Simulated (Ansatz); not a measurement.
Basis sets compared for In10N9H26⁻, a nanocrystal cut from wurtzite InN (hydrogen-capped). Charge -1, multiplicity 1. Geometry r2SCAN-D4/def2-SVP. Ansatz on 2 threads of AMD EPYC 7R13 on a shared host and a share (18 GiB) of an NVIDIA H100 80GB HBM3; times are rough, and most runs start from earlier orbitals.

```tsv
atom	x (Å)	y (Å)	z (Å)
In1	-2.864	2.354	1.183
N2	-1.082	3.770	1.243
In3	-3.461	-1.006	0.980
N4	-3.330	-1.911	-1.063
N5	-1.838	0.461	0.876
In6	-0.887	0.412	-1.066
In7	0.946	2.950	0.940
N8	0.814	1.846	-0.913
In9	-1.477	-3.096	-1.479
N10	0.033	-1.510	-1.441
In11	0.874	-1.582	-3.446
In12	2.771	1.027	-1.321
N13	2.538	-0.042	-3.239
In14	-0.547	0.030	2.516
N15	1.173	1.377	2.383
N16	0.351	-1.909	1.906
In17	1.481	-2.107	0.003
In18	3.106	0.318	2.238
N19	2.946	-0.490	0.188
H20	-3.723	2.900	-0.230
H21	-3.454	2.483	2.824
H22	-1.239	4.504	0.546
H23	-1.105	4.265	2.140
H24	-5.013	-0.197	1.044
H25	-3.023	-2.315	2.056
H26	-3.455	-1.188	-1.779
H27	-4.135	-2.533	-1.184
H28	-1.906	0.977	-2.369
H29	2.077	4.275	0.988
H30	0.629	2.537	-1.650
H31	-1.666	-3.721	-3.103
H32	-1.304	-4.126	-0.075
H33	-0.159	-0.852	-4.644
H34	1.797	-3.048	-3.681
H35	4.080	2.165	-1.493
H36	2.419	0.654	-3.982
H37	3.423	-0.505	-3.466
H38	-1.122	-0.054	4.156
H39	1.227	1.832	3.304
H40	-0.429	-2.575	1.843
H41	0.938	-2.252	2.672
H42	2.288	-3.646	-0.068
H43	4.393	1.502	2.269
H44	3.056	-1.038	3.350
H45	3.859	-0.941	0.044
```

In the def2 sets In takes a core potential; there is no spin–orbit coupling. Single mean-field runs in def2-SVP, def2-TZVP are fitted with def2-universal-jkfit.

```
                        level  functions  energy (Eh)  HOMO (eV)  LUMO (eV)  wall time
PBE-D4/def2-SVP (with forces)        516   -2409.1368      -2.86       0.99      6.5 s
             PBE0-D4/def2-SVP        516   -2409.1838      -4.00       1.83        6 s
```

(1) Estimate the rows for PBE-D4/def2-TZVP, PBE0-D4/def2-TZVP.

Results:

(1) 
```json
{"level": "PBE-D4/def2-TZVP", "functions": "935", "energy (Eh)": "-2409.8182", "HOMO (eV)": "-2.97", "LUMO (eV)": "0.67", "wall time": "6 s"}
{"level": "PBE0-D4/def2-TZVP", "functions": "935", "energy (Eh)": "-2409.8445", "HOMO (eV)": "-4.08", "LUMO (eV)": "1.47", "wall time": "7 s"}
```
